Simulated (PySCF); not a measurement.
Computed IR spectrum (relative IR intensity) of a molecule CH6OSi2. The structure is a stationary point at TPSSh-D3(BJ)/def2-SVP. Other conformers were not sampled. Method: TPSSh-D3(BJ)/def2-SVP in PySCF. Frequencies are harmonic and unscaled.

Lines under 2 % of the strongest are left out, and lines within 2 cm⁻¹ are merged.

ν (cm⁻¹): 335 (w), 415 (w), 646 (vw), 674 (w), 716 (m), 765 (w), 832 (w), 851 (vs), 947 (s), 986 (vs), 1014 (w), 1263 (vw), 2236 (s), 2239 (m), 2243 (m), 2251 (vs), 3029 (m), 3082 (w) (against the strongest line: vs over 80 %, s over 45 %, m over 15 %, w over 4 %, vw less)

Problem. Identify the compound among the candidates.
(A) O=C[SiH2][SiH3]
(B) C1[SiH2]O[SiH2]1
(C) C1O[SiH2][SiH2]1
(D) O=C([SiH3])[SiH3]

Solution. C, C1O[SiH2][SiH2]1
